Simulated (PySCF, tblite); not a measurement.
Isomers of C9H14Si, one GFN2-xTB conformer each. Single-point energies are computed at PBE0/pcSseg-1 (PySCF, gas phase, no added dispersion term), electronic only.

Question: Rank them by PBE0/pcSseg-1 energy, lowest first (kcal/mol).
A. `CC(C)(C)C#CC1=CC[SiH2]1`
B. `[CH2:1]=[C:2]=[C:3]([C:4]#[C:5][SiH2:6][CH3:7])[CH:8]([CH3:9])[CH3:10]` with C2–C3–C8–C9 119°

Answer: A (0.0), B (5.3).

As drawn, the lower has a four-membered ring and a quaternary carbon, which the higher lacks; the higher has cumulated double bonds, which the lower lacks. GFN2-xTB itself gives, in the same order: 0.0, 12.6. Both levels put the same isomer lowest.

Which frontier levels, dipoles and rotational constants go with these structures?

```json
{"SMILES": "CC(C)(C)C#CC1=CC[SiH2]1", "HOMO (eV, PBE0/pcSseg-1)": "-6.51", "LUMO (eV)": "-0.62", "dipole (D)": "0.10", "A, B, C (MHz)": "2703, 444.0, 419.1"}
{"SMILES": "C=C=C(C#C[SiH2]C)C(C)C", "HOMO (eV, PBE0/pcSseg-1)": "-6.76", "LUMO (eV)": "-0.73", "dipole (D)": "0.84", "A, B, C (MHz)": "1478, 541.8, 437.8"}
```

What happens when harmonic zero-point energies from GFN2-xTB frequencies are added?

| SMILES | ZPE (kcal/mol) | electronic (kcal/mol) | with ZPE (kcal/mol) |
| --- | --- | --- | --- |
| CC(C)(C)C#CC1=CC[SiH2]1 | 121.8 | 0.0 | 0.0 |
| C=C=C(C#C[SiH2]C)C(C)C | 120.0 | 5.3 | 3.6 |

The zero-point energies span 1.8 kcal/mol. The order is unchanged.
